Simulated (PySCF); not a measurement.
## How methods differ on the ionisation energy of P⁺

P⁺ [Ne] 3s2 3p2 (3P) → P²⁺ [Ne] 3s2 3p1 (2P), as a difference of total energies. All numbers are calculated (PySCF 2.14, the spin-free X2C one-electron Hamiltonian (Gaussian nucleus), in x2c-TZVPall). Correlated levels: valence: [Ne] frozen. The calculations carry no spin-orbit coupling.

Q: Order these methods by the ionisation energy they give, lowest first.
A. PBE0
B. UHF
C. r2SCAN
D. MP2 (valence)

A: B (19.151 eV), D (19.583 eV), A (19.810 eV), C (19.927 eV).

The reference lies between the lowest fine-structure levels, while these numbers refer to the centres of the terms.

Errors of the correlated levels include the incompleteness of this basis and the frozen core.

For comparison: 19.769 eV (semi-empirical (NIST evaluation); NIST Atomic Spectra Database, ionization energies).
